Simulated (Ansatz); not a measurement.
Species: GeF$_{2}$, charge 0, triplet. This triplet is an excited state, 3.5 eV above the singlet at CCSD(T)/cc-pV5Z (Ansatz, a first-principles code). GeF2 (SMILES [F][Ge][F], triplet).
B3LYP-D3(BJ)/def2-TZVP minimum from Ansatz:
```xyz
3

Ge     0.0018    -0.0023     0.3428
F      0.7118     1.2940    -0.6045
F     -0.7182    -1.2858    -0.6143
```
Charge 0, spin multiplicity 3.

Hartree-Fock and CCSD correlation energies in hartree (Ansatz). UHF or UKS for unpaired electrons; spin-orbit terms are left out. Cores are frozen in correlated methods (noble-gas shells, and filled d and f shells in the p block). No relativity. The spin of F2Ge ([F][Ge][F], triplet) was assumed, and the state is the lowest solution found for it.

```json
[
 {"basis": "cc-pVTZ", "X": "3", "E(HF)": "-2274.33948", "E(corr, CCSD)": "-0.57936"},
 {"basis": "cc-pVQZ", "X": "4", "E(HF)": "-2274.36390", "E(corr, CCSD)": "-0.62916"},
 {"basis": "cc-pV5Z", "X": "5", "E(HF)": "-2274.36898", "E(corr, CCSD)": "withheld"}
]
```

Q: Fit E(corr) = E∞ + A/X³ to X = 3 and 4, predict X = 5, and compare with the run.

A: A = (-0.57936 - (-0.62916))/(1/27 - 1/64) = 2.3258; E∞ = -0.62916 - A/64 = -0.66550; at X = 5, E∞ + A/125 = -0.64689. The run gave -0.64798, 1.09 mEh below the prediction. The same form on X = 4 and 5 gives E∞ = -0.66773, 2.23 mEh below the first estimate.
